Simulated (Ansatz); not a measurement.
`[F][GeH]([F])[F]` + H₂ → `[F][GeH2][F]` + H–F at 700 K and 1 bar (hydrogenolysis of a Ge–F bond).

Calculated with Ansatz (gas phase, PBE0-D4/def2-TZVP geometries, no zero-point term in ΔE). CCSD(T)/CBS is the MP2 limit (def2-TZVPP, def2-QZVPP) plus CCSD(T) − MP2 in def2-TZVPP, frozen cores. This one scheme is used for every species. For Ge outer-core shells are correlated without core-valence functions, which leaves a few kJ/mol of doubt a bond. Scalar relativity is left out up to krypton.

```tsv
species	CCSD(T)/CBS energy (Eh)	H − E (kJ/mol)	S (J/(mol·K))
`[F][GeH]([F])[F]`	-2376.20168	89.4	366.2
H₂	-1.17544	46.8	155.3
`[F][GeH2][F]`	-2276.96403	97.5	340.8
H–F	-100.39570	45.2	198.5
```

H − E and S are ideal-gas, rigid-rotor, harmonic terms from PBE0-D4/def2-TZVP. The MP2-based limit puts H₂ 0.8 mEh under its directly extrapolated value; such offsets cancel only in part. 1 Eh = 2625.50 kJ/mol, R = 8.31446 J/(mol·K).

Task: By hand: ΔE, ΔH, ΔS and ΔG.

Result: ΔE = (-2276.96403) + (-100.39570) − (-2376.20168) − (-1.17544) = 0.01739 Eh = 45.7 kJ/mol. Δ(H − E) = 97.5 + 45.2 − 89.4 − 46.8 = 6.5, so ΔH = 52.2 kJ/mol. ΔS = 340.8 + 198.5 − 366.2 − 155.3 = 17.8 J/(mol·K). ΔG = 52.2 − 700 × (17.8)/1000 = 39.7 kJ/mol.

Task: By hand: the equilibrium constant, and the temperature at which ΔG would vanish if ΔH and ΔS stayed fixed.

Result: log₁₀ K = −ΔG/(RT ln 10) = -3.0. ΔG = 0 at ΔH/ΔS = 2933 K, far beyond where these terms or the molecules hold.

ΔH outweighs TΔS. A doubt of 5 kJ/mol in ΔE shifts log₁₀ K by 0.4 here. These are equilibria of isolated gas molecules and say nothing of rates. Largest T1 diagnostic: 0.012 (customary marks: 0.02 for closed shells, 0.045 for open ones).
